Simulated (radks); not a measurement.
Question: The mean radii <r> (bohr) of the occupied orbitals of an atom or ion are listed with their occupations. Method: Dirac Kohn-Sham, PBE, spin-unpolarised, spherical densities, point nucleus; computed with a radial shooting solver on a logarithmic mesh with Libxc functionals.

orbital  occ.      <r>
1s1/2       2  0.01658
2s1/2       2  0.06923
2p1/2       2  0.05692
2p3/2       4  0.06560
3s1/2       2   0.1801
3p1/2       2   0.1704
3p3/2       4   0.1863
3d3/2       4   0.1621
3d5/2       6   0.1670
4s1/2       2   0.3990
4p1/2       2   0.4011
4p3/2       4   0.4353
4d3/2       4   0.4425
4d5/2       6   0.4536
5s1/2       2   0.9026
4f5/2       6   0.4793
4f7/2       8   0.4860
5p1/2       2   0.9725
5p3/2       4    1.069
5d3/2       4    1.436
5d5/2       6    1.497
6s1/2       1    2.512

Name the element and its charge. Open shells, if any, are shared by 2j + 1.

Answer: Z = 80, mercury, charge +1: Hg+ in [Xe] 4f14 5d10 6s1. The 1s radius gives Z: for a bare nucleus <r> = (2 gamma + 1)/(2Z) with gamma = sqrt(1 - (Z/c)^2), 0.0164 bohr for Z = 80, and screening makes it slightly larger (0.01658 here). The occupations add up to 79, and the charge is Z minus that.
